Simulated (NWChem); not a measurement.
System: C2H6AlClO; SMILES [Al]([Cl])([O]C)[CH3]

Parts of the log:

```
             Northwest Computational Chemistry Package (NWChem) 7.3.0
             --------------------------------------------------------

 CS  symmetry detected

                             Geometry "geometry" -> ""
                             -------------------------

 Output coordinates in angstroms (scale by  1.889725989 to convert to a.u.)

  No.       Tag          Charge          X              Y              Z
 ---- ---------------- ---------- -------------- -------------- --------------
    1 Al                  13.0000     0.48107859     0.18114533     0.00000000
    2 Cl                  17.0000    -1.28963451     1.35739542     0.00000000
    3 C                    6.0000     2.25623730     0.96874697     0.00000000
    4 H                    1.0000     2.40188346     1.61312154     0.89157636
    5 H                    1.0000     2.40188346     1.61312154    -0.89157636
    6 H                    1.0000     3.04191182     0.18748435     0.00000000
    7 O                    8.0000     0.28979393    -1.51672043     0.00000000
    8 C                    6.0000    -0.79161004    -2.41308396     0.00000000
    9 H                    1.0000    -1.78136217    -1.90058931     0.00000000
   10 H                    1.0000    -0.75033326    -3.07198209    -0.89642479
   11 H                    1.0000    -0.75033326    -3.07198209     0.89642479

 Effective nuclear repulsion energy (a.u.)     265.0070656116

      Symmetry information
      --------------------

 Group name             Cs
 Group number              2
 Group order               2
 No. of unique centers     9

                                 NWChem DFT Module
                                 -----------------

 Summary of "ao basis" -> "ao basis" (spherical)
 ------------------------------------------------------------------------------
       Tag                 Description            Shells   Functions and Types
 ---------------- ------------------------------  ------  ---------------------
 Al                          6-31g*                  8       18   4s3p1d
 Cl                          6-31g*                  8       18   4s3p1d
 C                           6-31g*                  6       14   3s2p1d
 H                           6-31g*                  2        2   2s
 O                           6-31g*                  6       14   3s2p1d

      Symmetry analysis of basis
      --------------------------

        a'         64
        a"         26

            General Information
            -------------------
          SCF calculation type: DFT
          Wavefunction type:  closed shell.
          No. of atoms     :    11
          No. of electrons :    56
           Alpha electrons :    28
            Beta electrons :    28
          Charge           :     0
          Spin multiplicity:     1
          Use of symmetry is: on ; symmetry adaption is: on
          Maximum number of iterations: 150
          AO basis - number of functions:    90
                     number of shells:    46
          Convergence on energy requested:  1.00D-06
          Convergence on density requested:  1.00D-05
          Convergence on gradient requested:  5.00D-04

              XC Information
              --------------
                         PBE0 Method XC Functional
                     Hartree-Fock (Exact) Exchange  0.250
          PerdewBurkeErnzerhof Exchange Functional  0.750
            Perdew 1991 LDA Correlation Functional  1.000 local
           PerdewBurkeErnz. Correlation Functional  1.000 non-local

             Grid Information
             ----------------
          Grid used for XC integration:  medium
          Radial quadrature: Mura-Knowles
          Angular quadrature: Lebedev.
          Tag              B.-S. Rad. Rad. Pts. Rad. Cut. Ang. Pts.
          ---              ---------- --------- --------- ---------
          Al                  1.25       88          10.0       590
          Cl                  1.00       88          11.0       590
          C                   0.70       49          12.0       434
          H                   0.35       45          13.0       434
          O                   0.60       49          10.0       434
          Grid pruning is: on
          Number of quadrature shells:   503
          Spatial weights used:  Erf1

      Superposition of Atomic Density Guess
      -------------------------------------

 Sum of atomic energies:        -854.37348918

      Non-variational initial energy
      ------------------------------

 Total energy =    -856.197272
 1-e energy   =   -1705.900755
 2-e energy   =     584.696418
 HOMO         =      -0.379785
 LUMO         =      -0.008046

      Symmetry analysis of molecular orbitals - initial
      -------------------------------------------------

  Numbering of irreducible representations:

     1 a'          2 a"

  Orbital symmetries:

     1 a'          2 a'          3 a'          4 a'          5 a'
     6 a'          7 a'          8 a'          9 a"         10 a'
    11 a'         12 a'         13 a"         14 a'         15 a'
    16 a'         17 a'         18 a'         19 a'         20 a"
    21 a'         22 a"         23 a'         24 a"         25 a'
    26 a'         27 a"         28 a'         29 a'         30 a"
    31 a'         32 a'         33 a'         34 a"         35 a'
    36 a'         37 a"         38 a'

     ---------------------------------------------
      Total Density - Mulliken Population Analysis
     ---------------------------------------------

    Atom       Charge   Shell Charges
 -----------   ------   -------------------------------------------------------
    1 Al  13    11.71   2.00  2.00  5.97  0.68  0.66  0.14  0.09  0.18
    2 Cl  17    17.48   2.00  2.00  5.98  1.38  3.75  0.56  1.81  0.01
    3 C    6     7.01   2.00  0.72  2.08  0.73  1.47  0.02
    4 H    1     0.73   0.45  0.29
    5 H    1     0.73   0.45  0.29
    6 H    1     0.74   0.45  0.29
    7 O    8     8.96   2.00  0.93  3.15  0.90  1.97  0.01
    8 C    6     6.20   2.00  0.69  1.81  0.64  1.00  0.06
    9 H    1     0.81   0.47  0.34
   10 H    1     0.81   0.48  0.33
   11 H    1     0.81   0.48  0.33

   convergence    iter        energy       DeltaE   RMS-Dens  Diis-err
 ---------------- ----- ----------------- --------- --------- ---------
 d= 0,ls=0.0,diis     1   -857.2326411340 -1.12D+03  1.32D-02  6.74D-01
 d= 0,ls=0.0,diis     2   -857.1806214248  5.20D-02  7.56D-03  1.31D+00
 d= 0,ls=0.0,diis     3   -857.3071296849 -1.27D-01  1.81D-03  3.93D-02
 d= 0,ls=0.0,diis     4   -857.3104192880 -3.29D-03  7.02D-04  5.91D-03
 d= 0,ls=0.0,diis     5   -857.3112688309 -8.50D-04  6.02D-05  3.42D-05
  Resetting Diis
 d= 0,ls=0.0,diis     6   -857.3112729430 -4.11D-06  2.17D-05  5.59D-06
 d= 0,ls=0.0,diis     7   -857.3112736781 -7.35D-07  9.67D-06  2.66D-07

         Total DFT energy =     -857.311273678121
      One electron energy =    -1710.747237509858
           Coulomb energy =      656.663357102448
    Exchange-Corr. energy =      -68.234458882272
 Nuclear repulsion energy =      265.007065611561

 Numeric. integr. density =       55.999993814843

                  Occupations of the irreducible representations
                  ----------------------------------------------

                     irrep           alpha         beta
                     --------     --------     --------
                     a'               22.0         22.0
                     a"                6.0          6.0

                       DFT Final Molecular Orbital Analysis
                       ------------------------------------

 Vector   26  Occ=2.000000D+00  E=-3.182833D-01  Symmetry=a'
              MO Center=  5.2D-01,  9.2D-01,  5.9D-15, r^2= 4.2D+00
   Bfn.  Coefficient  Atom+Function         Bfn.  Coefficient  Atom+Function
  ----- ------------  ---------------      ----- ------------  ---------------
    25      0.424023   2 Cl px               39      0.322761   3 C  px
    29      0.222287   2 Cl px               26      0.219956   2 Cl py
    43      0.215700   3 C  px                7     -0.199208   1 Al px
     6     -0.178530   1 Al s                21     -0.165890   2 Cl px
    30      0.136975   2 Cl py               40      0.123788   3 C  py

 Vector   27  Occ=2.000000D+00  E=-3.022650D-01  Symmetry=a'
              MO Center= -2.2D-01, -1.5D+00,  3.5D-13, r^2= 2.5D+00
   Bfn.  Coefficient  Atom+Function         Bfn.  Coefficient  Atom+Function
  ----- ------------  ---------------      ----- ------------  ---------------
    59      0.389187   7 O  px               60     -0.340340   7 O  py
    63      0.298417   7 O  px               64     -0.236954   7 O  py
    26     -0.224800   2 Cl py               86      0.222985   9 H  s
    85      0.178054   9 H  s                73     -0.165733   8 C  px
    74      0.128369   8 C  py               30     -0.123225   2 Cl py

 Vector   28  Occ=2.000000D+00  E=-2.957255D-01  Symmetry=a"
              MO Center= -5.7D-02, -1.7D+00, -2.8D-13, r^2= 2.2D+00
   Bfn.  Coefficient  Atom+Function         Bfn.  Coefficient  Atom+Function
  ----- ------------  ---------------      ----- ------------  ---------------
    61      0.523159   7 O  pz               65      0.413237   7 O  pz
    75     -0.212982   8 C  pz               88      0.182403  10 H  s
    90     -0.182403  11 H  s                87      0.154892  10 H  s
    89     -0.154892  11 H  s                27     -0.149671   2 Cl pz
     9      0.120460   1 Al pz               31     -0.106566   2 Cl pz

 Vector   29  Occ=0.000000D+00  E=-7.485293D-03  Symmetry=a"
              MO Center=  4.8D-01,  1.6D-01,  2.0D-10, r^2= 4.3D+00
   Bfn.  Coefficient  Atom+Function         Bfn.  Coefficient  Atom+Function
  ----- ------------  ---------------      ----- ------------  ---------------
    13      0.665654   1 Al pz                9      0.531686   1 Al pz
    31     -0.216131   2 Cl pz               65     -0.214561   7 O  pz
    52     -0.209445   4 H  s                54      0.209445   5 H  s
    27     -0.204558   2 Cl pz               61     -0.204963   7 O  pz
     5     -0.179713   1 Al pz               88     -0.085643  10 H  s

 Vector   30  Occ=0.000000D+00  E=-2.821684D-03  Symmetry=a'
              MO Center=  4.1D-01,  3.2D-01, -2.0D-10, r^2= 5.1D+00
   Bfn.  Coefficient  Atom+Function         Bfn.  Coefficient  Atom+Function
  ----- ------------  ---------------      ----- ------------  ---------------
    10      1.371130   1 Al s                42     -0.663650   3 C  s
    28     -0.440080   2 Cl s                62     -0.349651   7 O  s
    29     -0.278608   2 Cl px               43      0.233183   3 C  px
    30      0.183491   2 Cl py               25     -0.177522   2 Cl px
     2     -0.174011   1 Al s                24     -0.172264   2 Cl s

 Vector   31  Occ=0.000000D+00  E= 7.576811D-02  Symmetry=a'
              MO Center=  6.1D-01,  1.5D-01,  1.1D-14, r^2= 7.0D+00
   Bfn.  Coefficient  Atom+Function         Bfn.  Coefficient  Atom+Function
  ----- ------------  ---------------      ----- ------------  ---------------
    12      1.216929   1 Al py               62      0.544650   7 O  s
    42     -0.433663   3 C  s                56      0.409801   6 H  s
    76      0.393117   8 C  s                28     -0.389525   2 Cl s
    29     -0.243892   2 Cl px                8      0.216694   1 Al py
    78     -0.179050   8 C  py               88     -0.178718  10 H  s

     ---------------------------------------------
      Total Density - Mulliken Population Analysis
     ---------------------------------------------

    Atom       Charge   Shell Charges
 -----------   ------   -------------------------------------------------------
    1 Al  13    12.17   2.00  2.00  5.96  0.72  1.06  0.05  0.12  0.27
    2 Cl  17    17.31   2.00  2.00  5.97  1.39  3.63  0.56  1.75  0.01
    3 C    6     6.80   2.00  0.65  2.08  0.73  1.32  0.02
    4 H    1     0.79   0.50  0.29
    5 H    1     0.79   0.50  0.29
    6 H    1     0.79   0.50  0.28
    7 O    8     8.60   2.00  0.88  2.92  0.94  1.84  0.02
    8 C    6     6.25   2.00  0.67  2.03  0.61  0.88  0.06
    9 H    1     0.83   0.52  0.31
   10 H    1     0.83   0.52  0.31
   11 H    1     0.83   0.52  0.31

     -------------------------------------------
      Total Density - Lowdin Population Analysis
     -------------------------------------------

    Atom       Charge   Shell Charges
 -----------   ------   -------------------------------------------------------
    1 Al  13    12.55   2.00  1.97  5.89  0.52  1.06  0.23  0.44  0.45
    2 Cl  17    17.17   2.00  1.99  5.91  1.15  3.36  0.65  2.10  0.01
    3 C    6     6.63   1.99  0.56  1.89  0.48  1.67  0.04
    4 H    1     0.83   0.47  0.36
    5 H    1     0.83   0.47  0.36
    6 H    1     0.83   0.47  0.36
    7 O    8     8.32   1.99  0.82  2.77  0.65  2.04  0.04
    8 C    6     6.22   1.99  0.54  1.83  0.44  1.29  0.13
    9 H    1     0.87   0.50  0.37
   10 H    1     0.88   0.50  0.38
   11 H    1     0.88   0.50  0.38

     Multipole analysis of the density
     ---------------------------------

     L   x y z        total         alpha         beta         nuclear
     -   - - -        -----         -----         ----         -------
     0   0 0 0     -0.000000    -28.000000    -28.000000     56.000000

     1   1 0 0      0.461468      0.230734      0.230734     -0.000000
     1   0 1 0     -0.296550     -0.148275     -0.148275      0.000000
     1   0 0 1     -0.000000     -0.000000     -0.000000      0.000000

     2   2 0 0    -33.337102   -179.773839   -179.773839    326.210576
     2   1 1 0      3.817435    -13.711197    -13.711197     31.239830
     2   1 0 1      0.000000      0.000000      0.000000      0.000000
     2   0 2 0    -33.380065   -228.181876   -228.181876    422.983687
     2   0 1 1     -0.000000     -0.000000     -0.000000      0.000000
     2   0 0 2    -30.599299    -21.007945    -21.007945     11.416591
```

Level: PBE0/6-31G* (spherical d). Structure relaxed at the PBE-D3(BJ)/def2-SVP level.

Task: Write an input that gives this output.

Result: Several could match; the one computed here: the input that was run:
```
start job
memory heap 200 mb stack 900 mb global 1100 mb
geometry units angstroms noautoz
  Al     0.520596     0.106158     0.028021
  Cl    -1.005950     1.314054     0.882207
  C      2.326413     0.758765    -0.262898
  H      2.788471     1.080285     0.693381
  H      2.323103     1.642909    -0.933432
  H      2.967395    -0.022881    -0.716580
  O      0.100122    -1.492474    -0.404316
  C     -1.058288    -2.284738    -0.346817
  H     -1.931850    -1.746960     0.089009
  H     -1.345114    -2.628467    -1.366135
  H     -0.877169    -3.193958     0.269578
end
basis spherical
  * library 6-31g*
end
dft
  xc pbe0
  iterations 150
  mulliken
end
task dft energy
```
